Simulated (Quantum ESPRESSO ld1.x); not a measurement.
The numbers below are computed, except where a source is named.
These are the eigenvalues of the occupied orbitals of an atom or ion with whole-number occupations (hartree). Code: ld1.x of Quantum ESPRESSO 7.5. Model: Dirac Kohn-Sham, BLYP, spin-unpolarised, spherical densities, point nucleus.

orbital  eigenvalue
1s1/2      -1421.33
2s1/2      -332.804
2p1/2      -325.931

Which element is it, and in what charge state? The configuration may be excited. Open shells, if any, fill j = l - 1/2 first.

Answer. Z = 54, xenon, charge +48: Xe48+ in [He] 2s2 2p2. The list shows which subshells hold electrons but not how many an open one holds; the 1s level, -1421.3 hartree, gives Z - s = 53.3 by -(Z - s)^2/2, which with screening and relativity narrows Z to a few neighbours, and the depths of the outer levels then fix element, charge and occupations together.
